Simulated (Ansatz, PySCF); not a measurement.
Gas-phase reaction (SMILES): O=[Si](F)F + 2 [SiH4] (SiH4) → 2 F[SiH3] [fluorosilane] + O=[SiH2]; bond separation energy.

Each molecule is optimised on its own at B3LYP-D3(BJ)/def2-TZVP (Ansatz, an electronic-structure program). Cores are frozen in the correlated levels unless marked. Spin-orbit coupling is left out. No relativistic terms. CBS marks a two-point X^-3 extrapolation of the correlation energy; Hartree-Fock from the larger set. Thermal terms are rigid-rotor harmonic-oscillator values from B3LYP-D3(BJ) frequencies (Ansatz or PySCF) at 298.15 K and 1 atm. 1 Eh = 627.5095 kcal/mol.

```csv
species,"E, CCSD(T)/CBS(cc-pV(T+d)Z,cc-pV(Q+d)Z) (Ansatz) (Eh)","E, PBE/def2-TZVPD (Ansatz) (Eh)",H - E (Eh),G - E (Eh)
O=[Si](F)F,-563.95392,-564.25939,0.01452,-0.01697
F[SiH3],-390.71665,-390.98663,0.03157,0.00450
O=[SiH2],-365.42909,-365.71823,0.02250,-0.00419
[SiH4] (SiH4),-291.45815,-291.72111,0.03520,0.01198
```

Question: Work out ΔE and ΔH, ΔG, ΔS and the equilibrium constant at 298.15 K at the first level, then ΔH at the second.

Answer: 
1. ΔE = [2×(-390.71665) + (-365.42909)] - [(-563.95392) + 2×(-291.45815)] = 0.00783 Eh = 4.9 kcal/mol at CCSD(T)/CBS(cc-pV(T+d)Z,cc-pV(Q+d)Z).
2. The terms H - E add up to 0.00072 Eh, so ΔH = (0.00783 + (0.00072))×627.5095 = 5.4 kcal/mol.
3. The terms G - E add up to -0.00218 Eh, so ΔG = 3.5 kcal/mol, and ΔS = (0.00072 - (-0.00218))×627509.5/298.15 = 6.1 cal/(mol K).
4. log10 K = -ΔG/(RT ln 10) = -2.6, with RT ln 10 = 1.3642 kcal/mol.
5. At PBE/def2-TZVPD the same steps give ΔE = 6.4 and ΔH = 6.8 kcal/mol, a shift of +1.4 from the first level.
6. These values are not checked against measurement here, since the tables used lack a sound gas-phase enthalpy of formation for at least one species.
